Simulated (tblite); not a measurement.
Species: C₆H₁₁ClOSi.
Structure used (GFN2-xTB), in Å, numbered top down from 1:
```
atom  x, y, z in Å
C1     2.1140    1.3401    0.9627
O2     1.2578    0.2593    0.7080
C3     1.5702   -0.4268   -0.4884
C4     0.5852   -1.5589   -0.6729
C5    -0.1071   -1.7589   -1.9741
C6    -0.8543   -1.2312   -1.0415
Si7   -2.4084   -0.4986   -0.3383
C8    -1.8675    1.0950    0.5673
Cl9   -3.2589    1.7821    1.4530
H10    1.7629    1.8101    1.8792
H11    2.0875    2.0712    0.1441
H12    3.1507    1.0064    1.0986
H13    2.6006   -0.8156   -0.4347
H14    1.5102    0.2698   -1.3412
H15    0.7728   -2.4088   -0.0237
H16    0.0194   -2.1109   -2.9685
H17   -2.9933   -1.4227    0.6349
H18   -3.3434   -0.1657   -1.4165
H19   -1.0844    0.9025    1.2970
H20   -1.5191    1.8724   -0.1093
```

Level: GFN2-xTB in tblite, geometry and Hessian alike; calculated harmonic values, unscaled, isolated species. Errors from tens to a few hundred cm⁻¹ against measured bands are possible. Modes of hydrogen on silicon can be 10 to 20 % off. One conformer, not necessarily the lowest.

Harmonic wavenumbers (cm⁻¹): 25.1, 45.3, 51.2, 56.3, 92.8, 125.4, 170.5, 203.4, 225.7, 250.0, 368.4, 419.6, 464.4, 488.2, 544.8, 577.1, 667.8, 686.6, 704.7, 744.0, 758.4, 767.8, 906.8, 936.3, 960.9, 983.1, 1013.3, 1062.7, 1088.1, 1109.3, 1136.1, 1168.2, 1191.3, 1208.7, 1223.2, 1318.5, 1357.0, 1408.5, 1431.0, 1470.0, 1483.1, 1494.2, 1812.1, 2245.3, 2259.1, 2824.3, 2854.7, 2887.6, 2913.4, 2992.5, 2999.1, 3004.5, 3026.4, 3226.3.

A = 1408, B = 686.9, C = 478.3 MHz; mass 162.027 u (most abundant isotopes); point group C1, symmetry number 1.

Question: Zero-point energy?

Answer: Half the sum of the wavenumbers: 32717 cm⁻¹ = 391.38 kJ/mol.

Question: What is S at 400 K and 1 bar for an ideal gas of classical rigid rotors and harmonic oscillators?

Answer: Translation 178.42, rotation 133.03, vibration 229.27: S = 540.7 J/(mol K).

Question: And Cp and H(400 K) − H(0)?

Answer: Cp = 229.00 J/(mol K), of which vibrations give 195.74 (their classical limit is 54 R = 449.0); H(400 K) − H(0) = 56.14 kJ/mol without the zero-point energy, 42.84 from vibrations.

Question: How do the functions run with temperature in this model?

Answer: 
| T (K) | S (J/(mol K)) | Cp (J/(mol K)) | H − H(0) (kJ/mol) | G − H(0) (kJ/mol) | ln q(vib) |
| --- | --- | --- | --- | --- | --- |
| 100 | 334.1 | 98.4 | 6.98 | -26.43 | 3.88 |
| 200 | 415.3 | 141.2 | 18.94 | -64.12 | 7.88 |
| 300 | 481.1 | 186.5 | 35.32 | -109.01 | 11.40 |
| 500 | 595.8 | 265.0 | 80.90 | -217.01 | 17.85 |
| 800 | 738.1 | 339.6 | 172.60 | -417.89 | 26.59 |
| 1000 | 817.6 | 371.8 | 243.93 | -573.63 | 31.87 |

q(vib) and H(0) count from the zero-point level.

Question: What must be added to the electronic energy to get the Gibbs energy at 400 K and 1 bar?

Answer: ZPE + [H(400 K) − H(0)] − T·S = 391.38 + 56.14 − 216.29 = 231.23 kJ/mol.

Hindered rotation and anharmonicity are outside this model. Other conformers, if any are populated, would add a mixing term that is left out. The structure is chiral; the term R ln 2 for an equal mix with its mirror image is left out.
